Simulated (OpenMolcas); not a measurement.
**d6 ions of charge +3 down a group on the Cd site of KCdF3**

```json
{
  "Program": "OpenMolcas",
  "Method": "SS-CASPT2, IPEA 0.25 Eh, imaginary shift 0.1 Eh",
  "Spin-orbit coupling": "state interaction with AMFI integrals over the reference wave functions"
}
```

The d shell is active; CASPT2 correlates the ligand valence shells and the outer metal core. Each dopant is a cluster with its nearest anions in model potentials and point charges, with no relaxation and no local charge compensation. Distances were set from a Shannon-type radius of the metal (high-spin where two are listed) plus a fixed donor radius (F 1.31 Å), in hosts weighted 0.65 to 0.35 with the host's distance in the model lattice. Ligand basis ANO-RCC-VDZP, DKH2 Hamiltonian. States (labels of O, the rotations of Oh). Energies in cm-1 above the lowest state or level, χT in cm3 K/mol. Spin-only χT is S(S+1) / 2 for the spin of the ground state.

| Ion | Shell | R (Å) | Metal basis | Ground state | First state of that spin | First gap with spin-orbit (degeneracies) | χT at 300 K | First state of another spin | Spin-only χT |
| --- | --- | --- | --- | --- | --- | --- | --- | --- | --- |
| Rh3+ | 4d6 | 2.037 | ANO-RCC-VTZP | 1A1 | 1T1 18670 | 13480 (1, 2) | 0.043 | 2S+1 = 3: 14100 | 0.000 |
| Ir3+ | 5d6 | 2.046 | ANO-RCC-VTZP | 1A1 | 1T1 23140 | 16560 (1, 2) | 0.034 | 2S+1 = 3: 18870 | 0.000 |

Below the highest spin of the shell: Rh3+, Ir3+. χT departs most from the spin-only value for Rh3+, by +0.043 cm3 K/mol.

Roots that are degenerate in the reference are averaged as groups; the widest CASPT2 spread within a group is 150 cm-1 (the 2-fold group of multiplicity 1 near 48100 cm-1 above the lowest state of its run, Ir3+). Shifts and gaps below about the spread of the groups concerned are not significant. Over all roots computed the reference weight is 0.70 to 0.72 in Rh3+, 0.70 to 0.72 in Ir3+; a low but even weight reflects the number of correlated electrons. Ligand-to-metal charge-transfer states are missing. With no ligand orbital active B as a rule stays too high, so bands that hang on it stand too high and its fall with covalency is understated. With one d shell and no ligand orbital active, 10Dq can be off by a tenth or more. The least metal-like active orbital is 81 % on the metal (Löwdin) and no ligand orbital is active, so the numbers are rough (holds for Rh3+). The least metal-like active orbital is 80 % on the metal (Löwdin) and no ligand orbital is active, so the numbers are rough (holds for Ir3+). No measured value stands beside these numbers; the geometry was set by hand and not optimised.

A state without a sure symmetry label is named by its multiplicity alone.
